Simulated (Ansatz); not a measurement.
`C[Si](C)(O)Cl` + NH₃ → `C[Si](N)(O)Cl` + CH₄ at 298.15 K and 1 bar (ligand exchange at the Si–C bond).

Computed with Ansatz on PBE0-D4/def2-TZVP structures; ΔE is electronic, products minus reactants. CBS: MP2 limit from def2 TZ/QZ plus the TZ coupled-cluster correction, frozen cores. This one scheme is used for every species. One conformer a species, not always the lowest.

```csv
species,CCSD(T)/CBS energy (Eh),H − E (kJ/mol),S (J/(mol·K))
`C[Si](C)(O)Cl`,-904.49412,260.0,363.8
NH₃,-56.50880,100.5,192.4
`C[Si](N)(O)Cl`,-920.56583,232.5,358.6
CH₄,-40.46206,127.4,186.2
```

H − E and S are ideal-gas, rigid-rotor, harmonic terms from PBE0-D4/def2-TZVP, for one conformer and one mirror image of each species. 1 Eh = 2625.50 kJ/mol, R = 8.31446 J/(mol·K).

Question: By hand: ΔE, ΔH, ΔS and ΔG.

Answer: ΔE = (-920.56583) + (-40.46206) − (-904.49412) − (-56.50880) = -0.02497 Eh = -65.6 kJ/mol. Δ(H − E) = 232.5 + 127.4 − 260.0 − 100.5 = -0.6, so ΔH = -66.2 kJ/mol. ΔS = 358.6 + 186.2 − 363.8 − 192.4 = -11.4 J/(mol·K). ΔG = -66.2 − 298.15 × (-11.4)/1000 = -62.8 kJ/mol.

Question: By hand: the equilibrium constant, and the temperature at which ΔG would vanish if ΔH and ΔS stayed fixed.

Answer: log₁₀ K = −ΔG/(RT ln 10) = 11.0. ΔG = 0 at ΔH/ΔS = 5807 K, far beyond where these terms or the molecules hold.

The number of gas molecules stays the same, so ΔS is small and ΔH decides. A doubt of 5 kJ/mol in ΔE shifts log₁₀ K by 0.9 here. Other conformers and mirror images would add mixing entropy, several J/(mol·K) or more a flexible species. These are equilibria of isolated gas molecules and say nothing of rates. Largest T1 diagnostic: 0.010 (customary marks: 0.02 for closed shells, 0.045 for open ones).
